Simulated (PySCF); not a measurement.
Coordinates in bohr (charge 0 multiplicity 3):
```
Zr   -0.3539    0.0000    0.0000
F     0.8535    0.0000    3.4113
F     0.8535    0.0000   -3.4113
```

Computed with UPBE0 in PySCF with Zr def2-TZVP with ECP28, F def2-TZVP; scalar-relativistic core potentials, no spin–orbit coupling; density-fitted integrals.

This geometry of ZrF2 is a stationary point at this level.

What is the point group?

C2v.

Is it a minimum?

Yes: all harmonic wavenumbers are real.

What are the dipole moment and the gap between the highest occupied and lowest empty levels of either spin?

1.05 D and 2.80 eV.

What is the atomisation energy, with and without zero-point energy?

1260 kJ/mol without, 1251 kJ/mol with.

Only a few start shapes were tried, so a lower isomer may exist. Other spin states or occupations of the open shell can lie lower.
